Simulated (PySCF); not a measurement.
Simulated Cl 2p region for (ClZn-mu-Br)2 (Br2Cl2Zn2), binding energy against the vacuum level.

Every computed line was given a Gaussian of 0.6 eV full width at half maximum and an area set by the number of equivalent atoms (split 2:1 within a doublet); the highest printed point is 100. Level of theory: delta-SCF UKS SCAN, pcX-2 on the ionised atom (unc-x2c-TZVPall on a metal), pcseg-1 elsewhere, spin-free X2C in PySCF.

(binding energy (eV), intensity): (204.5, 0), (204.6, 1), (204.7, 3), (204.8, 7), (204.9, 17), (205.0, 32), (205.1, 54), (205.2, 77), (205.3, 95), (205.4, 100), (205.5, 90), (205.6, 70), (205.7, 46), (205.8, 26), (205.9, 13), (206.0, 5), (206.1, 2), (206.2, 1), (206.3, 1), (206.4, 2), (206.5, 5), (206.6, 12), (206.7, 21), (206.8, 33), (206.9, 43), (207.0, 50), (207.1, 49), (207.2, 41), (207.3, 29), (207.4, 18), (207.5, 10), (207.6, 4), (207.7, 2), (207.8, 1), (207.9, 0)

Problem. Count the maxima, the lines and the sites behind this envelope.

Solution. The curve has 2 maxima (at 205.4 and 207.0 eV). Under it lie 2 lines from 1 inequivalent chlorine site, drawn as a 2p3/2, 2p1/2 pair.

Problem. Decompose the envelope and assign each component. Bonds: Zn1–Cl2, Zn1–Br3, Zn1–Br6, Br3–Zn4, Zn4–Cl5, Zn4–Br6.

Solution. 
```tsv
position (eV)	relative area	line	atoms	environment
205.38	1.33	Cl 2p3/2	Cl2/Cl5	chlorine bonded to Zn
207.04	0.67	Cl 2p1/2	Cl2/Cl5	chlorine bonded to Zn
```

Problem. What are the centre and the root-mean-square width of the whole band?

Solution. The area-weighted mean of the lines is 205.93 eV. Their own spread about it is 0.78 eV (rms) and each Gaussian has σ = 0.6/2.355 = 0.25 eV; the variances add, which gives 0.82 eV.

The curve has no shake-up lines and no vibrational structure. The first atom of each set that the bonding makes equivalent was ionised and stands for the set. 2p3/2 and 2p1/2 are the ΔSCF energy of one spin-free 2p hole plus the eigenvalues of a spin–orbit and ligand-field matrix of the shell. 2p1/2 minus 2p3/2 (ligand field included): Cl 1.65 eV. Isolated species at its PBE0-D3(BJ)/def2-SVP geometry, gas phase. Metal 2p energies of this one-determinant scheme are less reliable than its 1s energies.
